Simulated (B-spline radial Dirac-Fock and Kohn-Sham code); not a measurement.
The computed values come from a radial finite-basis atomic code: Dirac-Fock densities.

**Question.** This computed X-ray form factor belongs to an atom or ion in its tabulated ground configuration. Which?

```
sin θ/λ (Å⁻¹)     f₀
          0.3  7.969
         0.35  7.957
          0.4  7.944
            1  7.661
          1.4  7.355
            3  5.572
          3.5  4.963
            5  3.382
            6  2.631
```

**Answer.** Dy⁵⁸⁺, with 8 electrons in [He] 2s2 2p4. f₀ tends to the number of electrons as s goes to zero, which the first rows give only roughly, and the rate of fall reflects the nuclear charge, 66.

**Question.** This computed X-ray form factor belongs to an atom or ion in its tabulated ground configuration. Which?

```csv
sin θ/λ (Å⁻¹),f₀
0.1,26.649
0.25,24.913
0.3,24.072
0.35,23.134
1.1,9.517
1.4,7.253
2.5,4.307
3.5,2.634
4,2.094
```

**Answer.** Sr¹¹⁺, with 27 electrons in [Ar] 3d9. f₀ tends to the number of electrons as s goes to zero, which the first rows give only roughly, and the rate of fall reflects the nuclear charge, 38.

**Question.** This computed X-ray form factor belongs to an atom or ion in its tabulated ground configuration. Which?

| sin θ/λ (Å⁻¹) | f₀ |
| --- | --- |
| 0.03 | 3.999 |
| 0.04 | 3.999 |
| 0.07 | 3.997 |
| 0.11 | 3.993 |
| 0.14 | 3.988 |
| 0.17 | 3.983 |
| 0.73 | 3.701 |
| 1.38 | 3.095 |
| 2.11 | 2.393 |

**Answer.** Se³⁰⁺, with 4 electrons in [He] 2s2. f₀ tends to the number of electrons as s goes to zero, which the first rows give only roughly, and the rate of fall reflects the nuclear charge, 34.

**Question.** This computed X-ray form factor belongs to an atom or ion in its tabulated ground configuration. Which?

```
sin θ/λ (Å⁻¹)      f₀
          0.1  15.970
          0.2  15.882
         0.25  15.816
         0.35  15.643
          0.4  15.536
          0.8  14.276
          1.2  12.554
          1.8   9.907
            3   6.518
```

**Answer.** Gd⁴⁸⁺, with 16 electrons in [Ne] 3s2 3p4. f₀ tends to the number of electrons as s goes to zero, which the first rows give only roughly, and the rate of fall reflects the nuclear charge, 64.
